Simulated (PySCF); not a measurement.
## Computed vibrations of DyH3(H2O)

DyH3(H2O) (singlet in the valence; each metal's 4f electrons, 9 of them, lie in its core potential, out of spins and levels). PySCF 2.14.0, RKS PBE0, Dy lcecp-1-SVP with ECP55, H def2-SVP, O def2-SVP; non-relativistic Hamiltonian with scalar-relativistic core potentials where named; density fitting; no spin-orbit coupling. Central differences of gradients.

```xyz
7

Dy    0.1247   -0.1384    0.1384
H     0.9863    1.5154    0.9489
H    -0.9785   -1.3396    1.3396
H     0.9863   -0.9489   -1.5154
O    -1.1960    1.2578   -1.2578
H    -1.1477    2.2138   -1.1130
H    -1.1477    1.1130   -2.2138
```

Run from Python with OMP_NUM_THREADS=2. Where DIIS fails, smearing, a level shift and second-order steps follow.
It took 40 s on 2 threads of Arm Neoverse V2, on a shared host.

What are the harmonic wavenumbers and infrared intensities?

Modes are labelled in Cs; negative numbers are unstable modes, those under 60 cm⁻¹ near the noise; a finer grid moves soft modes by up to 10 cm⁻¹.
| cm⁻¹ | km/mol | symmetry |
| --- | --- | --- |
| -103 | – | a'' |
| 138 | 243.0 | a' |
| 214 | 7.1 | a'' |
| 239 | 469.4 | a' |
| 332 | 365.9 | a' |
| 379 | 37.5 | a' |
| 506 | 87.0 | a'' |
| 557 | 80.0 | a'' |
| 567 | 147.2 | a' |
| 1385 | 947.6 | a'' |
| 1396 | 944.8 | a' |
| 1461 | 53.5 | a' |
| 1605 | 102.6 | a' |
| 3813 | 120.3 | a' |
| 3908 | 184.5 | a'' |

Is this a minimum?

No: 1 unstable; the lowest moves the atoms so:
```
Dy   0.00  0.00  0.00
H   -0.39  0.32 -0.22
H    0.00  0.06  0.06
H    0.39 -0.22  0.32
O    0.00  0.02  0.02
H    0.42 -0.02  0.13
H   -0.42  0.13 -0.02
```

An lcecp potential fixes the number of 4f electrons, so in runs with it no electron can move into or out of that shell.
